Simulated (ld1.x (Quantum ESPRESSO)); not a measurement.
## S, TM semilocal: configuration errors across variants

```json
{
  "Element": "sulfur",
  "Generator": "ld1.x (Quantum ESPRESSO) 7.5",
  "Type": "norm-conserving Troullier–Martins (semilocal form)",
  "Functional": "LDA (PZ)",
  "Relativity": "scalar-relativistic",
  "Frozen core": "[Ne]",
  "Valence charge": "6",
  "Reference configuration": "3s2 3p4",
  "Partial waves": "3p (bound): rc 1.40 bohr; 3s (bound): rc 1.45 bohr",
  "Local potential": "the s channel",
  "Core correction": "none"
}
```

All-electron excitation energies from the reference (eV): (1) 3s2 3p3 11.863; (2) 3s2 3p2 34.236; (3) 3s2 3p1 68.394; (4) 3s1 3p5 10.240; (5) 3s2 3p0 115.377; (6) 3s1 3p4 22.660; (7) 3s0 3p6 20.607; (8) 3s2 3p4 spin -0.706; (9) 3s2 3p3 spin 9.898.

Spin tests fill each open shell by Hund’s rule, majority spin first.

In the semilocal form every listed channel keeps its own potential, so the choice of the local channel does not act on these tests. It acts once the file is put into the separable form.

A semilocal file is local in each channel, so a ghost entry of none says nothing of the separable form that plane-wave codes build from it.

2 further variants failed, have other tests or another functional or relativity, and are left out.

Errors AE − PS in meV (a dash: test not solved or not reliable):

```tsv
change	(1)	(2)	(3)	(4)	(5)	(6)	(7)	(8)	(9)	bound ghosts
base	+3.9	+32	+125	+2.1	+355	+10	+9.4	+62	+198	none
form changed from semilocal to separable (Kleinman–Bylander), still TM	+4.3	+34	+127	+2.1	+355	+11	+9.8	+62	+199	none
all radii scaled by about 1.05 (s 1.52, p 1.48 bohr)	+3.9	+33	+130	+1.5	+373	+8.7	+7.1	+63	+200	none
wave 3p (bound): rc 1.40 bohr becomes 3p (bound): rc 1.84 bohr	+3.8	+32	+123	+2.2	+352	+10	+9.9	+63	+199	none
```

**Question.** Give the same row for: core correction a·sin(br)/r model core inside 0.82 bohr.

**Answer.** +3.0, +23, +78, +0.1, +191, +5.1, +1.3, +8.4, +26; bound ghosts: none.
